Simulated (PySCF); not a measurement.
C2H5Si, SMILES [CH2][Si]C (connectivity only; charge and spin as stated), charge +1, multiplicity 1. Atoms are numbered in the order given.

```xyz
8

C      0.2907     1.6854     0.0000
Si    -0.3231     0.0944     0.0000
C      0.2101    -1.6682     0.0000
H      0.2447     2.2773     0.9160
H      0.2447     2.2773    -0.9160
H      0.8336    -1.8145    -0.8909
H     -0.6386    -2.3506     0.0000
H      0.8336    -1.8145     0.8909
```
Charge +1, spin multiplicity 1.

The structure is a stationary point at TPSSh-D3(BJ)/def2-TZVP. The multiplicity is an assumed one; other spin states were not compared. The isomer is the one that the SMILES or the coordinates give; other isomers of the formula were not compared.

Two levels are set side by side: PBE/pcSseg-2 (PySCF) and HF/pcSseg-2 (PySCF). GIAO shifts against TMS (²⁹Si), TMS (¹H), TMS (¹³C) at the same level; non-relativistic, no solvent, atoms listed together averaged. Differences are taken from unrounded values.

| quantity | HF | PBE | PBE minus HF |
|---|---|---|---|
| δ(¹³C) of C1 (ppm) | 137.5 | 129.1 | -8.4 |
| δ(²⁹Si) of Si2 (ppm) | 494.8 | 442.1 | -52.7 |
| δ(¹³C) of C3 (ppm) | 12.7 | 22.7 | 10.0 |
| δ(¹H) of H4, H5 (ppm) | 9.66 | 8.70 | -0.96 |

Rough cost on one machine, each run with all the roots and properties that it gave: HF against PBE within a factor of 2.
